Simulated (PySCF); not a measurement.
Ge(H)2(vinyl)(NH2) (C₂H₇GeN), SMILES C=[CH][GeH2][NH2]. Atoms are numbered in the order given.

```xyz
11

Ge    -0.2597     0.4782    -0.0271
N     -1.9142    -0.2571     0.3038
C      1.1253    -0.8019    -0.5099
C      2.1986    -1.0248     0.2547
H     -0.4822     1.4841    -1.1728
H      0.2054     1.1822     1.2623
H     -1.9042    -1.0193     0.9772
H     -2.3978    -0.5790    -0.5308
H      1.0147    -1.3743    -1.4405
H      2.3602    -0.4825     1.1942
H      2.9707    -1.7542    -0.0175
```
Charge 0, spin multiplicity 1.

The structure is a stationary point at PBE0-D3(BJ)/def2-SVP. Other conformers were not sampled.

Two levels are set side by side: PBE/pcSseg-1 (PySCF) and KT2/pcSseg-1 (PySCF). GIAO shifts against GeH4 (⁷³Ge), NH3 (¹⁵N), TMS (¹H), TMS (¹³C) at the same level; non-relativistic, no solvent, atoms listed together averaged. Differences are taken from unrounded values.

```
quantity                KT2    PBE  PBE minus KT2
--------------------  -----  -----  -------------
δ(⁷³Ge) of Ge1 (ppm)  280.0  288.2            8.1
δ(¹⁵N) of N2 (ppm)     15.0   16.7            1.7
δ(¹³C) of C3 (ppm)    140.0  149.9            9.9
δ(¹³C) of C4 (ppm)    131.7  140.1            8.3
δ(¹H) of H9 (ppm)      6.54   6.78           0.24
```

Rough cost on one machine, each run with all the roots and properties that it gave: KT2 against PBE within a factor of 2.
